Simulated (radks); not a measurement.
All-electron atom: Os I in [Xe] 4f14 5d6.5 6s1.5 (fractional occupations, a model configuration).

Calculated with a radial shooting solver on a logarithmic mesh with Libxc functionals: scalar-relativistic Kohn-Sham, PBEsol, spin-unpolarised, spherical densities, finite nucleus; Fermi nuclear charge, rms radius 5.4126 fm.

Energy parts (eV):
part                       energy
total                  -469281.63
kinetic                 519873.92
electron-nucleus      -1163079.33
Hartree                 182991.65
exchange-correlation     -9067.88

Orbitals (lengths in bohr, moments of r in powers of bohr):
orbital,occ.,eigenvalue (eV),<r^4>
1s,2,-73818.04,5.129e-07
2s,2,-12856.33,0.00007634
2p,6,-11199.26,0.00006066
3s,2,-2990.718,0.002788
3p,6,-2503.923,0.003021
3d,10,-1958.882,0.002328
4s,2,-629.7745,0.06426
4p,6,-470.0261,0.08573
4d,10,-271.4444,0.1229
4f,14,-50.7660,0.3246
5s,2,-90.3266,1.901
5p,6,-49.7237,3.733
5d,6.5,-5.4826,37.70
6s,1.5,-5.8143,179.8

The highest occupied level is 5d at -5.483 eV. Summed over all electrons, <r^2> = 65.29 bohr^2, which gives a Langevin (diamagnetic) susceptibility term of -51.7 x 10^-6 cm^3/mol. The electron density at the nucleus is 1.787e+06 e/bohr^3 (large components only). The density falls to 0.001 e/bohr^3 at r = 4.56 bohr.
